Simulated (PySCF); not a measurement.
C4H12SSi, SMILES C[Si](C)(C)SC (GFN2-xTB optimised geometry):

```
18

C     -0.257    -2.186    -1.741
S     -0.988    -0.522    -1.853
Si    -0.265     0.366     0.000
C      1.643     0.366     0.000
C     -0.961     2.131     0.000
C     -0.918    -0.643     1.482
H      0.825    -2.109    -1.711
H     -0.630    -2.692    -0.857
H     -0.565    -2.723    -2.632
H      2.029     0.934     0.840
H      2.037     0.811    -0.909
H      2.046    -0.641     0.076
H     -0.657     2.665     0.895
H     -0.610     2.692    -0.860
H     -2.046     2.126    -0.035
H     -0.473    -1.634     1.523
H     -1.996    -0.768     1.430
H     -0.689    -0.145     2.419
```

Calculation: B3LYP/def2-SVP (PySCF).

**Question.** What are the frontier orbital energies and the dipole moment?

**Answer.** HOMO-2 -8.39 eV, HOMO-1 -7.58 eV, HOMO -6.04 eV, LUMO 0.96 eV, LUMO+1 1.22 eV; dipole moment 1.71 D.

On the same geometry PBE/def2-SVP in PySCF gives HOMO-2 -7.31 eV, HOMO-1 -6.60 eV, HOMO -5.06 eV, LUMO 0.28 eV, LUMO+1 0.70 eV; dipole moment 1.72 D.

Meta-Löwdin charges at B3LYP/def2-SVP: C1 -0.33, S2 -0.23, Si3 0.86, C4 -0.54, C5 -0.54, C6 -0.54, H7 0.11, H8 0.11, H9 0.12, H10 0.11, H11 0.11, H12 0.11, H13 0.11, H14 0.11, H15 0.11, H16 0.11, H17 0.11, H18 0.11.
